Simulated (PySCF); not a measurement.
One of the candidates below gave these computed data.

All candidates are C4H8N2OSi.

- Rotational structure: rotational constants A, B, C: 5.336, 0.650, 0.598 GHz [GFN2-xTB]
- 13C NMR: chemical shifts (computed TMS as zero) by class: 175.7 (1 C), 124.2 (1 C), 67.1 (1 C), 47.0 (1 C) ppm [GIAO PBE0/pcSseg-1]
- Polarisability: 86.1 au [wB97X-D/def2-SVPD]
- Triplet: lowest triplet excitation (Tamm–Dancoff): 4.48 eV [TDA wB97X-D/def2-SVPD]
- UV, first state: lowest singlet excitation: 5.24 eV (237 nm, f = 0.002) [TDDFT wB97X-D/def2-SVPD]
- Dipole: 3.17 D [wB97X-D/def2-SVPD]

The electronic properties come from PySCF, for the isolated species, density fitting. Levels stand in brackets. Isolated species at its GFN2-xTB geometry (one conformer only). NMR classes are plain means over equivalent atoms (diastereotopic ones count apart unless rotation or inversion swaps them), as if these changed places fast.

Task: Which candidate is it?
A. `Cc1cn([SiH2]O)cn1`
B. `C=N[Si@H](CC#N)OC`
C. `[H]/N=C/CCO[SiH2]C#N`

Result: C. It is `[H]/N=C/CCO[SiH2]C#N`. Numbering: `[H]/[N:8]=[CH:7]/[CH2:6][CH2:5][O:4][SiH2:3][C:2]#[N:1]`. Its formula, C4H8N2OSi, gives 3 degrees of unsaturation: 0 rings and 3 π bonds in the structure found. 4 carbons fall into 4 classes; from least to most shielded: imine carbon [C7] (175.7 ppm), cyano carbon [C2] (124.2 ppm), sp3 carbon bound to oxygen [C5] (67.1 ppm), chain CH2 carbon [C6] (47.0 ppm). The optimised geometry has point group C1 and is an asymmetric top.

The others, at the same levels:
- `C=N[Si@H](CC#N)OC` fails: its computed lowest singlet excitation is 4.05 eV (306 nm, f = 0.001) (against 5.24 eV), lowest triplet excitation (Tamm–Dancoff) is 3.52 eV (against 4.48 eV) and rotational constant A is 2.850 GHz (against 5.336 GHz).
- `Cc1cn([SiH2]O)cn1` fails: its computed 13C shifts are 148.5 (1 C), 140.5 (1 C), 116.0 (1 C), 16.5 (1 C) ppm, rotational constant A is 5.683 GHz (against 5.336 GHz) and smallest rotational constant is 0.830 GHz (against 0.598 GHz).

Each candidate is one conformer, not necessarily the lowest. Dipoles, sizes and rotational constants follow the conformer. The torsions of the flexible species, by atom-mapped SMILES:
- `[H]/[N:8]=[CH:7]/[CH2:6][CH2:5][O:4][SiH2:3][C:2]#[N:1]`: C2–Si3–O4–C5 58°, Si3–O4–C5–C6 178°, O4–C5–C6–C7 -64°, C5–C6–C7–N8 -123°
- `[CH2:1]=[N:2][Si@H:3]([CH2:4][C:5]#[N:6])[O:7][CH3:8]`: C1–N2–Si3–C4 -24°, N2–Si3–C4–C5 48°, N2–Si3–O7–C8 -56°
- `[CH3:1][c:2]1[cH:3][n:4]([SiH2:5][OH:6])[cH:7][n:8]1`: C3–N4–Si5–O6 169°, H–O6–Si5–N4 -55°
